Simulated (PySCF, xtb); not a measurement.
BH3N, SMILES B=[NH2+], charge +1.

Harmonic wavenumbers (cm⁻¹) from xtb 6.7.1 with GFN2-xTB at its own minimum, in rising order: 495, 638, 641, 792, 1245, 1677, 2827, 3209, 3252.

Task: What does PySCF with PBE-D3(BJ)/def2-TZVP give at its own minimum? (An estimate is asked for; the answer gives what the named calculation found.)

Result: 553, 642, 719, 896, 1413, 1568, 2817, 3373, 3434. Paired by order, the mean absolute difference is 98 cm⁻¹ and the zero-point energies are 21.1 and 22.0 kcal/mol.
